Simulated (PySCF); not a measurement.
Ligands exchanged one at a time, Sn NH2-OCH3. All species are isolated molecules in the gas phase. One relaxed conformer stands for each flexible species; it need not be the lowest. Strings in code marks are SMILES.

The four lowest singlet excitations (Tamm–Dancoff). Method: B3LYP-D3(BJ)/def2-TZVP // PBE0-D4/def2-SVP (PySCF). B3LYP has the VWN-RPA correlation part, as in Gaussian. Excitations are Tamm–Dancoff values on a coarser integration grid. The basis has no diffuse functions, so Rydberg states are missing or too high.

```json
[
 {"state": "S1", "energy (eV)": "5.13", "wavelength (nm)": "242", "oscillator strength": "0.027"},
 {"state": "S2", "energy (eV)": "5.25", "wavelength (nm)": "236", "oscillator strength": "0.045"},
 {"state": "S3", "energy (eV)": "5.31", "wavelength (nm)": "234", "oscillator strength": "0.056"},
 {"state": "S4", "energy (eV)": "5.66", "wavelength (nm)": "219", "oscillator strength": "0.098"}
]
```

Q: Which member gives these states?
A. `C[O][Sn]([NH2])([O]C)[O]C`
B. `C[O][Sn]([O]C)([O]C)[O]C`
C. `C[O][Sn]([NH2])([NH2])[NH2]`
D. `C[O][Sn]([NH2])([NH2])[O]C`

A: C, `C[O][Sn]([NH2])([NH2])[NH2]`
